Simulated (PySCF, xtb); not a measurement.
HOSi, SMILES O=[SiH] (connectivity only; charge and spin as stated), charge +1, multiplicity 1.

GFN2-xTB in xtb 6.7.1 at its own geometry gives an orbital gap of 5.79 eV.

Geometry: PBE0-D3(BJ)/def2-TZVPD. The multiplicity is an assumed one; other spin states were not compared. The isomer is the one that the SMILES or the coordinates give; other isomers of the formula were not compared.

### Question
What does B3LYP/def2-TZVPD in PySCF give? (The exact figures need the calculation; the answer reports its results.)

### Answer
gap 6.64 eV (levels -16.97 and -10.33 eV).
